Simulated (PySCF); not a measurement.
A GIAO shielding run with PySCF 2.14 (density fitting, non-relativistic, gas phase) on `F[C@@H]1C[Si@H]1[SiH3]`, C2H7FSi2:

```
$ OMP_NUM_THREADS=1 python probes_run.py task.json out

{"job": {"kind": "nmr", "xc": "BLYP", "basis": "pcSseg-2", "pop": false}, "charge": 0, "multiplicity": 1}
F     -2.171531     1.758964     0.356340
C     -1.451257     0.621256     0.156929
C     -0.819932     0.000986     1.379128
Si     0.439810     0.648491     0.131931
Si     1.542580    -0.857941    -1.246322
H     -1.973967    -0.069194    -0.519220
H     -0.987816    -1.064734     1.568341
H     -0.899518     0.620385     2.280982
H      1.076249     1.930135     0.531978
H      2.743132    -1.439807    -0.572287
H      0.572811    -1.957013    -1.545356
H      1.971433    -0.217806    -2.526635
```

Hardware: 1 thread of an Arm Neoverse V2, shared host. The job also computes ring-centre shieldings.

Question: How large is the calculation?

Answer: 56 electrons, 292 basis functions and 837 auxiliary functions.

Question: How long does it take, and how much memory does it need?

Answer: 43 s of wall time, with 15 SCF cycles; peak memory 0.93 GiB. Times on a shared host scatter by some tens of per cent.

Question: And these other runs on the same molecule and hardware: GIAO shielding at B3LYP/pcSseg-2; GIAO shielding at B97-D/pcSseg-2; GIAO shielding at BP86/pcSseg-2; GIAO shielding at HF/pcSseg-2; GIAO shielding at KT2/pcSseg-2; GIAO shielding at KT3/pcSseg-2?

Answer: B3LYP/pcSseg-2: 292 functions, 38 s; B97-D/pcSseg-2: 292 functions, 43 s; BP86/pcSseg-2: 292 functions, 43 s; HF/pcSseg-2: 292 functions, 22 s; KT2/pcSseg-2: 292 functions, 46 s; KT3/pcSseg-2: 292 functions, 46 s.
